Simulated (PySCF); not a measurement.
C3H6F2Si, SMILES F[C@H]1[C@H](F)C1[SiH3].

Coordinates come from a B3LYP-D3(BJ)/def2-SVP optimisation. The structure was generated by enumeration; whether it is a known compound was not checked.

Level of theory: SMD-B3LYP/def2-SVP (PySCF).

Solvation free energies are E(SMD) − E(gas) at the gas-phase geometry, for 1 M in both phases. In vacuum the dipole moment is 0.80 D.

```csv
solvent,ΔG(solv) (kcal/mol),its non-electrostatic (CDS) part,dipole (D)
water,0.4,4.3,0.99
acetonitrile,-3.6,0.2,0.98
diethylether,-3.5,-0.8,0.92
```
